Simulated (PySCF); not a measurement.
**Electron correlation in Te (tellurium, neutral)**

[Kr] 4d10 5s2 5p3 5d1, high-spin 5D determinant (an excited configuration). Calculation: PySCF 2.14, in aug-cc-pwCVTZ-PP with ECP28MDF; a scalar-relativistic core potential. Frozen: 4s2 4p6 4d10; 6 electrons correlated.

| level | correlation energy (mhartree) |
| --- | --- |
| CCSD | -87.36 |
| (T) | -2.90 |
| CCSD(T) | -90.26 |

Diagnostics: T1 = 0.0055, D1 = 0.0106, largest double amplitude 0.039.

The outer electron is Rydberg-like, and this basis confines it to a smaller radius and binds it less than a complete one would.

Cost of the coupled-cluster step: about 12 core-seconds, for 6 correlated electrons.
